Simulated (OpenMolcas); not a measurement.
N2+, P2+, As2+, Sb2+, Bi2+: ns² np down the group

```
Program             : OpenMolcas 26.06
Method              : RASSCF
Basis               : ANO-RCC-VQZP
Scalar Hamiltonian  : DKH2, point nucleus
Spin-orbit coupling : RASSI with atomic mean-field integrals over the reference wave functions, term energies averaged over their components
```

Active space for each ion: 1 electron in 9 orbitals (RAS2 p; RAS3 s d, at most 1 electron).

Computed levels in cm-1 above ²P°_1/2:

| Level | N2+ | P2+ | As2+ | Sb2+ | Bi2+ |
| --- | --- | --- | --- | --- | --- |
| ²P°_3/2 | 175 | 494 | 2593 | 5704 | 17511 |
| weight of ²P° in the lowest level (%) | 100 | 100 | 100 | 100 | 100 |

Measured, with the error of the calculation in %. Measured levels: N2+ from Moore, Selected Tables of Atomic Spectra, NSRDS-NBS 3, section 5; P2+ from Martin, Zalubas and Musgrove, J. Phys. Chem. Ref. Data 14, 751 (1985); As2+ from Moore, Atomic Energy Levels, vol. II, NSRDS-NBS 35 (1971 reprint of NBS Circular 467, 1952); Sb2+, Bi2+ from Moore, Atomic Energy Levels, vol. III, NSRDS-NBS 35 (1971 reprint of NBS Circular 467, 1958).

```json
{"Level": "²P°_3/2", "N2+": "174 (+0.2)", "P2+": "559 (-11.7)", "As2+": "2940 (-11.8)", "Sb2+": "6576 (-13.3)", "Bi2+": "20788 (-15.8)"}
```

The fine-structure level ²P°_3/2 changes by a factor of 100 from N2+ to Bi2+.

With one active electron the reference holds no correlation, so core polarisation is missing. Computed and measured levels are paired by configuration, term and J; levels that our copy of the source lacks, or whose pairing is in doubt (as where it misses far off the trend of its configuration), stay unpaired and out of the deviations. Only configurations of the active space appear.

° marks odd parity.
